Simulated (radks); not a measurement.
Coulomb parameter of the 5d shell of the hafnium ion Hf2+ in the model configuration [Xe] 4f14 5d1 6s1, as a second difference U = [E(n + 0.5) + E(n - 0.5) - 2 E(n)] / (0.5)^2 with all orbitals relaxed. "Bare": the charge of the atom changes with n. "Screened": the 6s shell takes up the change at fixed total charge, which measures U(5d,5d) + U(6s,6s) - 2 U(5d,6s). Method: scalar-relativistic Kohn-Sham, PBEsol, spin-unpolarised, spherical densities, point nucleus; computed with a radial shooting solver on a logarithmic mesh with Libxc functionals.

| case | configuration | E - E(n) (eV) |
|---|---|---|
| start | [Xe] 4f14 5d1 6s1 | 0.000 |
| bare +0.5 | [Xe] 4f14 5d1.5 6s1 | -8.053 |
| bare -0.5 | [Xe] 4f14 5d0.5 6s1 | 10.584 |
| screened +0.5 | [Xe] 4f14 5d1.5 6s0.5 | 0.119 |
| screened -0.5 | [Xe] 4f14 5d0.5 6s1.5 | 0.048 |

U(bare) = 10.125 eV, U(screened by 6s) = 0.666 eV, against the Slater integral F0(5d,5d) = 12.109 eV with frozen orbitals.
